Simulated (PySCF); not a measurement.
Calculated NMR data

How the numbers were obtained: GFN2-xTB geometry, NMR shieldings at PBE0/pcSseg-1/GIAO, in PySCF 2.14.0 with density-fitted response routines (equivalent nuclei averaged, isolated molecule, non-relativistic Hamiltonian, single conformer).

References, each an isolated molecule treated in the same way: TMS for $^{1}$H and $^{13}$C. Splittings of carbon signals by F and P are missing where no couplings were computed. Where no couplings were computed, multiplicities follow the n + 1 count of equivalent neighbours, and m marks all less simple cases (inequivalent or close neighbours, rings, F or P nearby). Shifts are as computed. Against solution values, carbons near 30 ppm lie about +3 ppm off and those near 130 ppm about +5 ppm. Of 1211 compounds with measured shifts, 218 miss one by over three times the rms of a fit or turn the order of signals round; such compounds aren't used in these exercises.

**1.** `F/C([SiH3])=P/CCC(F)(F)F`, C4H7F4PSi. $^{1}$H NMR (400 MHz, computed): δ 4.37 (m, 3H), 2.50 (m, 2H), 2.44 (m, 2H). $^{13}$C{$^{1}$H} NMR (computed): δ 248.6 (C), 135.9 (C), 35.5 (CH2), 25.9 (CH2).

**2.** `O=C[C@@H]1CCC[SiH2]C1`, C6H12OSi. $^{1}$H NMR (400 MHz, computed): δ 9.55 (d, 1H), 4.26 (m, 1H), 4.23 (m, 1H), 2.30 (m, 1H), 1.90 (m, 1H), 1.69 (m, 1H), 1.49 (m, 1H), 1.06 (m, 1H), 1.01 (m, 1H), 0.76 (m, 1H), 0.66 (m, 1H), 0.65 (m, 1H). $^{13}$C{$^{1}$H} NMR (computed): δ 206.9, 52.2, 31.6, 26.8, 10.7, 10.1.
